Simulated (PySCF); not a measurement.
Constitutional and geometric isomers with formula C3H6S. Isolated molecules, 0 K electronic values unless said otherwise. One relaxed conformer stands for each flexible species; it need not be the lowest. Strings in code marks are SMILES.

Computed with PBE-D3(BJ)/def2-TZVP // PBE0-D3(BJ)/def2-TZVP (PySCF). All candidates: neutral, multiplicity 1. Delta-SCF ions had no search for a lower state. Excitations are Tamm–Dancoff values on a coarser integration grid. The basis has no diffuse functions, so Rydberg states are missing or too high.

The vertical ionisation energy (Delta-SCF) is 8.44 eV, the T1 excitation (TDA) comes out as 3.90 eV and the HOMO is -5.34 eV.

### Question
Which member has these values?
A) `SC1CC1` (H–S–C–C torsion 37°)
B) `C=C(C)S` (C–C–S–H torsion 0°)
C) `C=CCS` (C–C–C–S torsion -119°, C–C–S–H torsion 57°)
D) `C1CSC1`

### Answer
B, `C=C(C)S` (C–C–S–H torsion 0°). The others give `SC1CC1` (H–S–C–C torsion 37°): 8.56 eV, 4.47 eV, -5.27 eV; `C=CCS` (C–C–C–S torsion -119°, C–C–S–H torsion 57°): 8.81 eV, 4.20 eV, -5.63 eV; `C1CSC1`: 8.42 eV, 3.87 eV, -5.04 eV
